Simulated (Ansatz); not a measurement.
MoSeBr₄. Charge 0, multiplicity 3. Geometry r2SCAN-D4/def2-SVP, that of the neutral singlet; atoms count from 1.

```tsv
atom	x (Å)	y (Å)	z (Å)
Mo1	0.023	-0.010	-0.016
Se2	1.753	-0.752	-1.181
Br3	-0.886	1.815	-1.392
Br4	0.978	1.744	1.420
Br5	-0.002	-1.433	1.990
Br6	-1.866	-1.363	-0.822
```

In the def2 sets Mo takes a core potential; there is no spin–orbit coupling. At PBE0-D4/def2-SVP a singlet of charge 0 lies 0.76 eV below the triplet at the same geometry.

Problem. Estimate the Mulliken populations from the PBE0/def2-SVP orbitals of Ansatz.

Solution. 
```tsv
atom	charge (e)	spin (α − β)	d electrons
Mo1	-0.04	1.14	4.72
Se2	0.14	-0.34	–
Br3	-0.02	0.30	–
Br4	-0.02	0.30	–
Br5	-0.02	0.30	–
Br6	-0.02	0.30	–
```
Mulliken values and Mayer orders depend strongly on the basis.

Problem. Where does the spin sit?

Solution. Summed by element: Mo 1.14, Se -0.34, Br 1.20, of 2 unpaired in all. Largest on single atoms: Mo1 1.14, Se2 -0.34, Br4 0.30.

Problem. And the Mayer bond orders between bonded heavy atoms (over 0.3)?

Solution. Mo1–Se2 2.41 (2.21 Å); Mo1–Br3 1.03 (2.46 Å); Mo1–Br4 1.03 (2.46 Å); Mo1–Br5 1.03 (2.46 Å); Mo1–Br6 1.03 (2.46 Å).
